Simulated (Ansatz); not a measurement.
Consider the ligand exchange at a Ge–O bond: `BC(=C)[O][GeH3]` + `O[SiH](O)O` → `O[SiH](O)[O][GeH3]` + `BC(=C)O`.

Gas-phase electronic energies from Ansatz, PBE0-D4/def2-TZVP geometries. CCSD(T)/CBS adds triple-zeta CCSD(T) − MP2 to the extrapolated MP2 energy (def2 sets, frozen cores). Functionals use def2-TZVPP. B3LYP here is the variant with VWN-RPA as its local correlation; programs differ in this. For Ge outer-core shells are correlated without core-valence functions, which leaves a few kJ/mol of doubt a bond. Scalar relativity is left out up to krypton. One conformer a species, not always the lowest.

`BC(=C)[O][GeH3]`:

Cartesian coordinates in Å:
```
B -1.266 -0.800 -0.169
C -0.558 0.546 0.053
C -1.319 1.651 0.177
O 0.792 0.692 0.134
Ge 1.948 -0.670 -0.010
H -0.655 -1.825 -0.285
H -2.457 -0.821 -0.228
H -2.395 1.566 0.116
H -0.883 2.632 0.337
H 1.695 -1.683 1.118
H 1.802 -1.327 -1.391
H 3.296 0.039 0.148
```

`O[SiH](O)O`:

Cartesian coordinates in Å:
```
O -0.974 0.043 1.320
Si 0.223 0.142 0.219
O -0.253 0.689 -1.254
O 0.817 -1.354 -0.058
H -1.621 -0.657 1.211
H 1.205 1.064 0.823
H -0.549 1.598 -1.320
H 1.151 -1.526 -0.940
```

`O[SiH](O)[O][GeH3]`:

```xyz
11

O     1.750    0.346    0.981
Si    0.138    0.608    0.985
O    -0.124    2.217    1.136
O    -0.602    0.120   -0.379
Ge   -0.550   -1.384   -1.329
H     2.299    0.989    0.528
H    -0.374   -0.160    2.136
H    -0.896    2.567    0.690
H    -0.520   -2.580   -0.364
H    -1.829   -1.374   -2.175
H     0.707   -1.348   -2.210
```

`BC(=C)O`:

Cartesian coordinates in Å:
```
B 0.333 1.196 0.277
C -0.182 -0.237 0.092
C 0.274 -0.989 -0.924
O -1.103 -0.778 0.942
H 1.138 1.637 -0.485
H -0.071 1.872 1.183
H -0.066 -2.007 -1.087
H 1.003 -0.573 -1.604
H -1.325 -0.120 1.606
```

(1) Is it downhill or uphill in electronic energy at CCSD(T)/CBS, and by how much? (Estimate.)

(2) What do these levels give: PBE-D4, ωB97M-V, PBE, B3LYP, SCS-MP2/def2-TZVPP, CCSD/def2-TZVPP, CCSD(T)/def2-TZVPP, HF/def2-QZVPP, SCS-MP2/def2-QZVPP, HF/CBS(def2), MP2/CBS(def2), CCSD/CBS(def2)? (An estimate is asked.)

Largest T1 diagnostic among the species: 0.013.

## Answers

(1) The calculation gave: Downhill: ΔE = -18.1 kJ/mol.

(2) The calculation gave: PBE-D4 -17.3, ωB97M-V -19.2, PBE -18.4, B3LYP -21.2, SCS-MP2/def2-TZVPP -18.5, CCSD/def2-TZVPP -20.0, CCSD(T)/def2-TZVPP -18.3, HF/def2-QZVPP -28.7, SCS-MP2/def2-QZVPP -18.9, HF/CBS(def2) -28.8, MP2/CBS(def2) -16.0, CCSD/CBS(def2) -19.7 kJ/mol.

In def2-TZVPP, CCSD(T) changes the Hartree–Fock value by +9.4 kJ/mol (the triples alone add +1.7 kJ/mol) and MP2 by +11.4 kJ/mol.
